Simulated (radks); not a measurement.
Q: These are the eigenvalues of the occupied orbitals of an atom or ion with whole-number occupations (hartree). Method: non-relativistic Kohn-Sham, LDA (Slater exchange, Perdew-Wang correlation), spin-unpolarised, spherical densities, point nucleus; computed with a radial shooting solver on a logarithmic mesh with Libxc functionals.

| orbital | eigenvalue |
|---|---|
| 1s | -709.4799 |
| 2s | -98.74775 |
| 2p | -91.03593 |
| 3s | -16.92666 |
| 3p | -13.95990 |
| 3d | -8.50252 |
| 4s | -2.48259 |
| 4p | -1.63866 |
| 4d | -0.39711 |

Which element is it, and in what charge state? The configuration may be excited.

A: Z = 42, molybdenum, charge +1: Mo+ in [Kr] 4d5. The list shows which subshells hold electrons but not how many an open one holds; the 1s level, -709.48 hartree, gives Z - s = 37.7 by -(Z - s)^2/2, which with screening narrows Z to a few neighbours, and the depths of the outer levels then fix element, charge and occupations together.
